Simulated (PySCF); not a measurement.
# First hyperpolarisability: `CC(C)c1ccc(C=O)cc1`, C$_{10}$H$_{12}$O

Molfile (atoms numbered from 1):
```
C10H12O
     RDKit          3D

 23 23  0  0  0  0  0  0  0  0999 V2000
   -2.6973    0.3086   -0.8535 C   0  0  0  0  0  0  0  0  0  0  0  0
   -1.8531   -0.5270    0.1083 C   0  0  0  0  0  0  0  0  0  0  0  0
   -2.2694   -0.3001    1.5613 C   0  0  0  0  0  0  0  0  0  0  0  0
   -0.3741   -0.2777   -0.0912 C   0  0  0  0  0  0  0  0  0  0  0  0
    0.1796    0.9910    0.1294 C   0  0  0  0  0  0  0  0  0  0  0  0
    1.5387    1.2140   -0.0566 C   0  0  0  0  0  0  0  0  0  0  0  0
    2.3768    0.1727   -0.4682 C   0  0  0  0  0  0  0  0  0  0  0  0
    3.8207    0.4099   -0.6676 C   0  0  0  0  0  0  0  0  0  0  0  0
    4.6128   -0.4270   -1.0229 O   0  0  0  0  0  0  0  0  0  0  0  0
    1.8345   -1.0979   -0.6907 C   0  0  0  0  0  0  0  0  0  0  0  0
    0.4762   -1.3142   -0.5028 C   0  0  0  0  0  0  0  0  0  0  0  0
   -2.4085    0.1285   -1.8997 H   0  0  0  0  0  0  0  0  0  0  0  0
   -2.5809    1.3860   -0.6544 H   0  0  0  0  0  0  0  0  0  0  0  0
   -3.7657    0.0646   -0.7455 H   0  0  0  0  0  0  0  0  0  0  0  0
   -2.0311   -1.5900   -0.1281 H   0  0  0  0  0  0  0  0  0  0  0  0
   -2.1349    0.7531    1.8555 H   0  0  0  0  0  0  0  0  0  0  0  0
   -3.3317   -0.5520    1.7051 H   0  0  0  0  0  0  0  0  0  0  0  0
   -1.6742   -0.9185    2.2497 H   0  0  0  0  0  0  0  0  0  0  0  0
   -0.4618    1.8157    0.4509 H   0  0  0  0  0  0  0  0  0  0  0  0
    1.9619    2.2081    0.1181 H   0  0  0  0  0  0  0  0  0  0  0  0
    4.1490    1.4620   -0.4594 H   0  0  0  0  0  0  0  0  0  0  0  0
    2.5044   -1.8993   -1.0118 H   0  0  0  0  0  0  0  0  0  0  0  0
    0.0549   -2.3083   -0.6776 H   0  0  0  0  0  0  0  0  0  0  0  0
  1  2  1  0
  2  3  1  0
  2  4  1  0
  4  5  1  0
  5  6  2  0
  6  7  1  0
  7  8  1  0
  8  9  2  0
  7 10  2  0
 10 11  1  0
 11  4  2  0
  1 12  1  0
  1 13  1  0
  1 14  1  0
  2 15  1  0
  3 16  1  0
  3 17  1  0
  3 18  1  0
  5 19  1  0
  6 20  1  0
  8 21  1  0
 10 22  1  0
 11 23  1  0
M  END
```

Computed, not measured: PySCF 2.14.0, quadratic response CAM-B3LYP/def2-SVPD first hyperpolarisability, Taylor convention, gas phase. Geometry: PBE0-D3(BJ)/def2-SVP.

(1) What is the first hyperpolarisability, and how does it disperse?

(2) Which lowest excitations, dipole and polarisabilities go with it?

## Answers

(1) In au, Taylor convention; the vector part is βᵢ = ⅓ Σⱼ (βᵢⱼⱼ + βⱼᵢⱼ + βⱼⱼᵢ); β∥ is 3/5 of the vector part along the dipole, the dipole points from − to +:
| process | λ (nm) | β vector norm | β∥ | β HRS | depolarisation ratio |
| --- | --- | --- | --- | --- | --- |
| static β(0;0,0) | ∞ | 507.6 | 253.9 | 221.0 | 4.29 |
| second harmonic β(−2ω;ω,ω) | 1907 | 560.5 | 282.8 | 243.1 | 4.36 |
| Pockels β(−ω;ω,0) | 1907 | 524.4 | 263.1 | – | – |
| second harmonic β(−2ω;ω,ω) | 1064 | 710.1 | 364.6 | 305.3 | 4.51 |
| Pockels β(−ω;ω,0) | 1064 | 564.6 | 285.0 | – | – |

(2) S1 3.92 eV (f = 0.000); S2 5.00 eV (f = 0.012); S3 5.21 eV (f = 0.363); dipole 4.10 D; isotropic α 123.3 au static, 123.8 au at 1907 nm, 125.0 au at 1064 nm, 125.4 au at 953.5 nm, 130.6 au at 532 nm.
